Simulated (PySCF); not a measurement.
Nitrogen: a sound run and one with changed settings

Sound run: N⁺ [He] 2s2 2p2, N²⁺ [He] 2s2 2p1. Computed with PySCF 2.14 in x2c-SVPall, with the spin-free X2C one-electron Hamiltonian (Gaussian nucleus). In the sound run the correlated levels freeze 1s2. The sound run starts from symmetry-adapted Hartree-Fock orbitals and uses a fine grid where one is needed.

Changed run: all electrons correlated in a basis built for the valence shell.

```
species   method  sound run (hartree)  changed run (hartree)  converged
     N⁺      MP2            -53.90413              -53.90577        yes
     N⁺  CCSD(T)            -53.92629              -53.92775        yes
    N²⁺      MP2            -52.81797              -52.81956        yes
    N²⁺  CCSD(T)            -52.84755              -52.84884        yes
```

Ionisation energy of N⁺:

```json
{"method": "UHF", "sound run (eV)": "29.351", "changed run (eV)": "29.351"}
{"method": "MP2", "sound run (eV)": "29.556", "changed run (eV)": "29.557"}
{"method": "SCS-MP2", "sound run (eV)": "29.446", "changed run (eV)": "29.445"}
{"method": "CCSD", "sound run (eV)": "29.349", "changed run (eV)": "29.353"}
{"method": "CCSD(T)", "sound run (eV)": "29.354", "changed run (eV)": "29.359"}
```

A valence basis has no tight correlating functions, so it recovers only part of the core correlation, and not evenly between atom and ion.

For comparison, NIST gives 29.601 eV between the lowest levels.
